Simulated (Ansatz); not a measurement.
The same isomerisation along the group B, Al, Ga.

Isolated molecules relaxed with PBE0-D4/def2-TZVP in Ansatz; ΔE leaves out vibrations. CBS: MP2 limit from def2 TZ/QZ plus the TZ coupled-cluster correction, frozen cores. Double bonds are as drawn, so ΔE can hold a change between cis and trans. Functionals use def2-TZVPP. B3LYP here is the variant with VWN-RPA as its local correlation; programs differ in this. For Ga outer-core shells are correlated without core-valence functions, which leaves a few kJ/mol of doubt a bond. Scalar relativity is left out up to krypton.

| reaction | B3LYP-D4 (eV) | B97M-V (eV) |
| --- | --- | --- |
| `B1CCC1` → `B/C=C/C` | -0.35 | -0.14 |
| `C1[CH2][AlH][CH2]1` → `C/C=[CH]/[AlH2]` | -0.12 | -0.10 |
| `C1[CH2][GaH][CH2]1` → `C/C=[CH]\[GaH2]` | -0.17 | -0.14 |

Question: Give the CCSD(T)/CBS values in the same order. (An estimate is asked.)

Answer: The calculation gave: -0.16, -0.01, -0.01 eV.

Largest T1 diagnostic: 0.012, for `C/C=[CH]\[GaH2]`.
